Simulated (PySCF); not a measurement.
Telling isomers of C4H11ClOSi3 apart by NMR

[PySCF: σ from GIAO-PBE0/pcSseg-1; coordinates at the GFN2-xTB level; single conformer; averaged over atoms made equivalent by symmetry, fast rotation or ring inversion; in vacuum; non-relativistic]

Chemical shifts δ = σref − σ; TMS for $^{1}$H and $^{13}$C, all at this level. Where no couplings were computed, multiplicities follow the n + 1 count of equivalent neighbours, and m marks all less simple cases (inequivalent or close neighbours, rings, F or P nearby). Shifts are as computed. Against solution values, carbons near 30 ppm lie about +3 ppm off and those near 130 ppm about +5 ppm; carbons on Cl a further +6 ppm. Of 1211 compounds with measured shifts, 218 miss one by over three times the rms of a fit or turn the order of signals round; such compounds aren't used in these exercises. Carbons bonded to Cl come out too deshielded.

(1) Tabulate the signals of `C[SiH](C)[Si@H]1C=C(Cl)[SiH2]O1`, `C[SiH2][Si@@H]([SiH3])/C(C=O)=C/Cl` and their relative energies.

(2) What is the quickest way to tell C[SiH](C)[Si@H]1C=C(Cl)[SiH2]O1 from C[SiH2][Si@@H]([SiH3])/C(C=O)=C/Cl?

Answers

(1) 
| SMILES | carbon types | δC | δH | E rel. (kcal/mol) |
| --- | --- | --- | --- | --- |
| C[SiH](C)[Si@H]1C=C(Cl)[SiH2]O1 | 1×C 1×CH 2×CH3 | 162.4, 151.8, -4.8, -5.8 | 7.18 (d, 1H), 5.94 (m, 1H), 5.18 (m, 1H), 5.15 (m, 1H), 4.38 (m, 1H), 0.35 (d, 3H), 0.09 (d, 3H) | 0.0 |
| C[SiH2][Si@@H]([SiH3])/C(C=O)=C/Cl | 1×C 2×CH 1×CH3 | 200.8, 154.6, 149.5, -7.9 | 10.49 (s, 1H), 7.56 (s, 1H), 4.06 (m, 1H), 3.81 (m, 1H), 3.80 (m, 1H), 3.50 (d, 3H), 0.49 (m, 3H) | 65.7 |

Energies are electronic energies at PBE0/pcSseg-1 on these geometries, without zero-point or thermal terms, each for the one conformer computed, which needn't be the lowest.

(2) Both give the same number of carbon signals, but DEPT or the intensities differ. The first has a fully substituted alkene carbon (C) at 162.4 ppm, the second an aldehyde carbonyl carbon (CH) at 200.8 ppm. In the proton spectra the most deshielded non-exchanging signals are 7.18 (d, 1H) and 10.49 (s, 1H).
